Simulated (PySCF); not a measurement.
Hf(F)2(SH)2 (F₂H₂HfS₂), SMILES [F][Hf]([F])([SH])[SH], multiplicity 1.

Coordinates come from a B3LYP-D3(BJ)/def2-SVP optimisation. The geometry has at least one imaginary mode, so it is a saddle point at that level. The spin state was assumed, not searched. The def2 effective core potentials stand for the cores of Hf; spin–orbit coupling is left out. The values are those of a single conformer.

Two levels are set side by side: TDA-PBE/def2-SVPD (PySCF) and TDA-M06-2X/def2-SVPD (PySCF). Vertical, same geometry. The lowest singlet is HOMO→LUMO 100 % with PBE and HOMO→LUMO 98 % with the other functional; states are paired by order. Differences are taken from unrounded values.

```csv
quantity,TDA-M06-2X
lowest singlet excitation (eV),4.37
lowest triplet excitation (TDA) (eV),4.23
first bright state (f over 0.05) (eV),6.13
its oscillator strength,0.07
```

Task: What does TDA-PBE give, and how far is it from TDA-M06-2X? (An estimate is asked for; the answer gives what the named calculation found.)

Result: 
```
quantity                               TDA-PBE  TDA-PBE minus TDA-M06-2X
-------------------------------------  -------  ------------------------
lowest singlet excitation (eV)            3.74                     -0.64
lowest triplet excitation (TDA) (eV)      3.59                     -0.65
first bright state (f over 0.05) (eV)     5.07                     -1.06
its oscillator strength                   0.06                     -0.01
```

A lower first singlet is the usual sign of a functional without exact exchange. Differences between two approximate levels are no errors against the true value.

Rough cost on one machine, each run with all the roots and properties that it gave: TDA-M06-2X against TDA-PBE about 7 times.
